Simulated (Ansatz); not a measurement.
## Molecular dynamics of CS₂

The input (input.yaml):

```yaml
crystal:
  lattice:
    - [10.626586, 0.0, 0.0]
    - [0.0, 10.626586, 0.0]
    - [0.0, 0.0, 10.626586]
  atoms:
    - { symbol: S, position: [0.48952474, 0.70971876, 0.7711252] }
    - { symbol: C, position: [0.57381961, 0.73228235, 0.65303035] }
    - { symbol: S, position: [0.65742637, 0.75467462, 0.53426909] }
    - { symbol: S, position: [0.23116095, 0.38124895, 0.80040644] }
    - { symbol: C, position: [0.34304162, 0.38004114, 0.70531814] }
    - { symbol: S, position: [0.45563585, 0.37887755, 0.61095052] }
    - { symbol: S, position: [0.23798142, 1.00088378, 0.83618866] }
    - { symbol: C, position: [0.28679997, 0.99190721, 0.69796447] }
    - { symbol: S, position: [0.33539968, 0.98272375, 0.55963581] }
    - { symbol: S, position: [-0.05159364, -0.11082687, 0.64006891] }
    - { symbol: C, position: [-0.03501008, -0.0108952, 0.53375834] }
    - { symbol: S, position: [-0.01856042, 0.08961076, 0.42791685] }
    - { symbol: S, position: [0.80180116, 0.48747243, -0.02887355] }
    - { symbol: C, position: [0.93516744, 0.47822673, 0.03139525] }
    - { symbol: S, position: [1.06826198, 0.46932375, 0.09294114] }
    - { symbol: S, position: [0.46295437, 0.20694721, 0.29290452] }
    - { symbol: C, position: [0.58369489, 0.28864514, 0.31120531] }
    - { symbol: S, position: [0.70376575, 0.37095495, 0.33041555] }
    - { symbol: S, position: [0.56048123, -0.03014648, 0.99671078] }
    - { symbol: C, position: [0.55726452, 0.11240266, 0.96167725] }
    - { symbol: S, position: [0.55500243, 0.25496057, 0.92724975] }
    - { symbol: S, position: [0.75838009, 0.77530707, 0.19604469] }
    - { symbol: C, position: [0.85898691, 0.7999213, 0.09170943] }
    - { symbol: S, position: [0.95945388, 0.82313721, -0.01252439] }
    - { symbol: S, position: [0.42123834, 0.60853767, 0.34982286] }
    - { symbol: C, position: [0.42587862, 0.58288601, 0.2054571] }
    - { symbol: S, position: [0.43083837, 0.55614076, 0.06088107] }
    - { symbol: S, position: [-0.08811108, 0.48887308, 0.60545378] }
    - { symbol: C, position: [0.02456467, 0.44735809, 0.52059809] }
    - { symbol: S, position: [0.13755623, 0.40670579, 0.43607468] }
    - { symbol: S, position: [0.86894276, 0.14632042, 0.12530696] }
    - { symbol: C, position: [0.89490432, 0.15465113, -0.01890836] }
    - { symbol: S, position: [0.91984906, 0.16340062, -0.16329346] }
    - { symbol: S, position: [0.09248963, 0.74313035, 0.33614577] }
    - { symbol: C, position: [0.17959025, 0.83476725, 0.26205468] }
    - { symbol: S, position: [0.26844988, 0.92543171, 0.18763722] }
basis:
  ecutwfc: 420.0
kpoints:
  mp_grid: { grid: [1, 1, 1] }
hamiltonian:
  xc: pbe
  dispersion: d3bj
scf:
  occupations: { method: fermi_dirac, width: 0.02 }
  lower_state_search: "off"
md:
  timestep: 1
  n_steps: 160
  ensemble: nvt_langevin
  temperature: 500.0
  initial_velocities: maxwell_boltzmann
  seed: 55430
  friction: 0.02
```

Command:

```bash
$ ansatz run input.yaml --threads 2 --pin off --max-ram 5120MiB --backend cpu --events-out ev --progress --plain --runs-dir out
```

It starts from a relaxed structure.

Output, in part (step lines):

```
md step     0: t =     0.00 fs  T =   486.1 K  F+E_penalty+E_count = -24653.97519378 eV  E_kin = 2.262050 eV  (11 SCF iters)
md step     1: t =     1.00 fs  T =   472.8 K  F+E_penalty+E_count = -24653.94785015 eV  E_kin = 2.200273 eV  (9 SCF iters)
md step     2: t =     2.00 fs  T =   440.4 K  F+E_penalty+E_count = -24653.87896998 eV  E_kin = 2.049399 eV  (8 SCF iters)
md step     3: t =     3.00 fs  T =   422.8 K  F+E_penalty+E_count = -24653.78859108 eV  E_kin = 1.967448 eV  (8 SCF iters)
md step     4: t =     4.00 fs  T =   409.4 K  F+E_penalty+E_count = -24653.70439112 eV  E_kin = 1.905132 eV  (8 SCF iters)
md step     5: t =     5.00 fs  T =   411.4 K  F+E_penalty+E_count = -24653.64584994 eV  E_kin = 1.914367 eV  (6 SCF iters)
md step     6: t =     6.00 fs  T =   397.0 K  F+E_penalty+E_count = -24653.62139591 eV  E_kin = 1.847384 eV  (7 SCF iters)
md step     7: t =     7.00 fs  T =   387.3 K  F+E_penalty+E_count = -24653.63164442 eV  E_kin = 1.802030 eV  (7 SCF iters)
[... lines left out ...]
```

The steps, from the saved trajectory:

```json
{"time (fs)": "0.0", "T (K)": "486", "potential energy less start (eV)": "0.000"}
{"time (fs)": "5.0", "T (K)": "411", "potential energy less start (eV)": "0.329"}
{"time (fs)": "10.0", "T (K)": "414", "potential energy less start (eV)": "0.272"}
{"time (fs)": "15.0", "T (K)": "350", "potential energy less start (eV)": "0.538"}
{"time (fs)": "20.0", "T (K)": "343", "potential energy less start (eV)": "0.571"}
{"time (fs)": "25.0", "T (K)": "342", "potential energy less start (eV)": "0.558"}
{"time (fs)": "30.0", "T (K)": "312", "potential energy less start (eV)": "0.604"}
{"time (fs)": "35.0", "T (K)": "308", "potential energy less start (eV)": "0.511"}
{"time (fs)": "40.0", "T (K)": "324", "potential energy less start (eV)": "0.625"}
{"time (fs)": "45.0", "T (K)": "343", "potential energy less start (eV)": "0.624"}
{"time (fs)": "50.0", "T (K)": "339", "potential energy less start (eV)": "0.696"}
{"time (fs)": "55.0", "T (K)": "408", "potential energy less start (eV)": "0.734"}
{"time (fs)": "60.0", "T (K)": "371", "potential energy less start (eV)": "0.915"}
{"time (fs)": "65.0", "T (K)": "360", "potential energy less start (eV)": "1.055"}
{"time (fs)": "70.0", "T (K)": "392", "potential energy less start (eV)": "1.015"}
{"time (fs)": "75.0", "T (K)": "429", "potential energy less start (eV)": "0.967"}
{"time (fs)": "80.0", "T (K)": "410", "potential energy less start (eV)": "0.881"}
{"time (fs)": "85.0", "T (K)": "424", "potential energy less start (eV)": "0.908"}
{"time (fs)": "90.0", "T (K)": "399", "potential energy less start (eV)": "1.024"}
{"time (fs)": "95.0", "T (K)": "429", "potential energy less start (eV)": "1.126"}
{"time (fs)": "100.0", "T (K)": "425", "potential energy less start (eV)": "1.253"}
{"time (fs)": "105.0", "T (K)": "499", "potential energy less start (eV)": "1.178"}
{"time (fs)": "110.0", "T (K)": "488", "potential energy less start (eV)": "1.421"}
{"time (fs)": "115.0", "T (K)": "465", "potential energy less start (eV)": "1.324"}
{"time (fs)": "120.0", "T (K)": "425", "potential energy less start (eV)": "1.553"}
{"time (fs)": "125.0", "T (K)": "491", "potential energy less start (eV)": "1.401"}
{"time (fs)": "130.0", "T (K)": "496", "potential energy less start (eV)": "1.381"}
{"time (fs)": "135.0", "T (K)": "468", "potential energy less start (eV)": "1.421"}
{"time (fs)": "140.0", "T (K)": "471", "potential energy less start (eV)": "1.585"}
{"time (fs)": "145.0", "T (K)": "454", "potential energy less start (eV)": "1.560"}
{"time (fs)": "150.0", "T (K)": "372", "potential energy less start (eV)": "1.709"}
{"time (fs)": "155.0", "T (K)": "393", "potential energy less start (eV)": "1.602"}
{"time (fs)": "160.0", "T (K)": "341", "potential energy less start (eV)": "1.657"}
```

All steps were run. The mean temperature of the second half is 12 % below the set value. A run of 0.16 ps of so small a system gives no equilibrium averages. Limits of this set-up: coarse k mesh.

Mean squared displacements from the first frame to the last, about the centre of mass: S 0.28 Å², C 0.15 Å².

Last frame:

```xyz
36
Lattice="10.6266 0.0000 0.0000 0.0000 10.6266 0.0000 0.0000 0.0000 10.6266" Properties=species:S:1:pos:R:3
S 5.388 7.482 8.432
C 6.366 7.646 7.168
S 7.127 7.892 5.859
S 2.586 3.140 8.602
C 3.708 3.741 7.715
S 4.972 4.320 6.985
S 2.900 10.024 8.888
C 3.257 10.102 7.398
S 3.240 10.303 5.822
S -0.449 -0.833 6.584
C -0.597 0.367 5.578
S -0.635 1.697 4.826
S 8.629 4.952 -0.469
C 10.043 4.930 0.241
S 11.461 5.051 0.872
S 5.465 2.250 2.364
C 6.358 3.427 2.739
S 7.453 4.492 2.898
S 6.088 -0.354 10.592
C 5.919 1.083 10.109
S 6.055 2.637 9.916
S 8.479 7.639 1.541
C 9.486 8.294 0.579
S 10.466 8.933 -0.431
S 4.564 6.101 3.737
C 4.370 6.042 2.176
S 4.313 5.788 0.614
S -0.622 5.060 6.921
C 0.256 4.733 5.694
S 1.300 4.694 4.581
S 9.136 1.762 1.062
C 9.431 1.892 -0.451
S 9.793 2.090 -1.994
S 1.182 7.792 3.607
C 2.140 8.830 2.973
S 3.174 9.771 2.298
```

Run time: 14 min on 2 threads of Arm Neoverse V1, with other jobs on the host, peak memory 0.89 GiB.
